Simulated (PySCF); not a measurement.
## Electron correlation in Sb (antimony, neutral)

[Kr] 4d10 5s2 5p3, high-spin 4S determinant. Computed with PySCF 2.14 in aug-cc-pwCVDZ-PP with ECP28MDF, with scalar relativity through the core potential. Frozen: 4s2 4p6 4d10; 5 electrons correlated.

```tsv
level	correlation energy (mhartree)
CCSD	-64.44
(T)	-1.18
CCSD(T)	-65.62
```

Diagnostics: T1 = 0.0033, D1 = 0.0095, largest double amplitude 0.039.

Is a single reference adequate?

Yes, within this model without spin-orbit coupling: T1 lies below 0.03 and no double amplitude reaches 0.07.
